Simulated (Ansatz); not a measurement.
Born–Oppenheimer molecular dynamics of CH5ClSn (8 atoms, charge 0, multiplicity 1). It starts at the highest image of a converged band. Of that band: Neighbouring images differ by up to 1.7 eV, so the band resolves the path poorly. A vibrational analysis at the climbing image gives one clearly imaginary mode, 1483i cm⁻¹: a first-order saddle point.

These are results of Ansatz 0.2.0, RHF/def2-SVP, not measurements.

```json
{
  "ensemble": "NVE (velocity Verlet)",
  "time step": "0.5 fs",
  "steps asked": "200",
  "starting velocities drawn for": "300 K",
  "seed": "5538"
}
```

First frame:

```xyz
8
Properties=species:S:1:pos:R:3
Sn 0.250 0.062 -0.509
Cl 1.357 -0.214 2.005
H 1.818 0.072 0.411
H -0.875 1.349 -0.299
C -0.967 -1.719 -0.728
H -1.473 -1.912 0.219
H -1.720 -1.562 -1.500
H -0.353 -2.580 -0.985
```

Problem. How far do the bonds stretch over the last three quarters of this one trajectory? (Pairs bonded in most of those frames.)

Solution. 
| bond | mean (Å) | spread (Å) | shortest | longest |
| --- | --- | --- | --- | --- |
| Sn1–H4 | 1.783 | 0.020 | 1.73 | 1.81 |
| Sn1–C5 | 2.220 | 0.020 | 2.19 | 2.25 |
| Cl2–H3 | 1.306 | 0.101 | 1.15 | 1.45 |
| C5–H6 | 1.091 | 0.010 | 1.07 | 1.11 |
| C5–H7 | 1.099 | 0.022 | 1.06 | 1.14 |
| C5–H8 | 1.098 | 0.032 | 1.05 | 1.15 |

Mean temperature of the second half: 1276 K. The conserved energy stayed within 0.68 meV per atom of its start (net change 0.32 meV per atom), so the integration is sound. The kinetic energy rose, since the run started high on the potential surface and went downhill. It ends in pieces (CH4Sn + ClH), so much of that is their flight and rotation, not heat. A run of 0.1 ps of so small a system gives no equilibrium averages. The orbitals stay closed-shell, which can raise the energy where a bond breaks towards radicals; this wasn't checked here.

Time of the run: 4.4 min on 1 thread of INTEL(R) XEON(R) PLATINUM 8581C CPU @ 2.30GHz (Emerald Rapids), on a shared host, peak memory 0.18 GiB.
